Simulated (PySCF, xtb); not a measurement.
ClH6NSi2, SMILES [SiH2]([SiH2]N)Cl. Other conformers were not sampled.

Harmonic wavenumbers (cm⁻¹) from xtb 6.7.1 with GFN2-xTB at its own minimum, in rising order: 16, 89, 167, 180, 362, 393, 442, 500, 533, 583, 614, 670, 715, 761, 817, 822, 893, 1525, 2189, 2219, 2223, 2228, 3468, 3500.

What does PBE-D3(BJ)/def2-SVP (PySCF) give at its own minimum? (Estimate from the structure and the level; the computed values follow.)

55, 89, 166, 182, 382, 398, 499, 513, 519, 652, 679, 766, 810, 830, 869, 899, 913, 1504, 2138, 2149, 2155, 2165, 3458, 3551. Paired by order, the mean absolute difference is 43 cm⁻¹ and the zero-point energies are 37.0 and 37.7 kcal/mol.
